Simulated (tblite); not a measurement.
**Question.** What does the GFN2-xTB structure of `C[C@@H]1[CH][C@H](CN)C1` [radical] look like in three dimensions? (Doublet state.)

**Answer.** 
```xyz
19
C6H12N angstrom
C     -2.071    1.293   -0.229
C     -1.541    0.055    0.498
C     -0.277    0.218    1.259
C      0.458   -0.810    0.480
C      1.716   -0.350   -0.272
N      2.845   -0.310    0.642
C     -0.816   -0.996   -0.373
H     -1.287    1.738   -0.837
H     -2.904    1.023   -0.874
H     -2.412    2.033    0.491
H     -2.365   -0.369    1.088
H      0.046    0.969    1.954
H      0.745   -1.697    1.057
H      1.948   -1.080   -1.055
H      1.510    0.619   -0.759
H      2.651    0.336    1.400
H      3.679    0.013    0.163
H     -0.689   -0.684   -1.408
H     -1.244   -1.994   -0.350
```

Orientation and origin are arbitrary. Atoms count from 1 in this order. Of the pairs four or more bonds apart, C3···H16 is among the closest relative to their van der Waals radii: 2.93 Å, 101 % of the sum of Bondi's values. The 4-membered ring C2–C3–C4–C7 has internal angles of 87.9° to 94.4°; it is planar, 0.01 Å rms from its mean plane, widest ring torsion 2°. N6 (nitrogen bonded to C and 2 H) is pyramidal (angles 110.5°, 109.8° and 107.9°, sum 328.2°, 0.38 Å off the plane of its three neighbours). C3 (carbon bonded to 2 C and H) is almost planar (angles 132.5°, 131.7° and 94.4°, sum 358.6°, 0.08 Å off the plane of its three neighbours).

Bonds between heavy atoms (Å): C1–C2 1.529, C2–C3 1.485, C3–C4 1.484, C4–C5 1.536, C5–N6 1.453, C4–C7 1.544, C2–C7 1.546.

The geometry is computed with GFN2-xTB (gas phase). This method treats the open shell by occupation alone, without spin polarisation.

Point group: C1 (no symmetry element, even within 0.4 Å). Its GFN2-xTB frequencies are all real (lowest 53 cm⁻¹). Torsions: C3–C4–C5–N6 82°, C4–C5–N6–H -60° and -179°.

One conformer stands for the species.
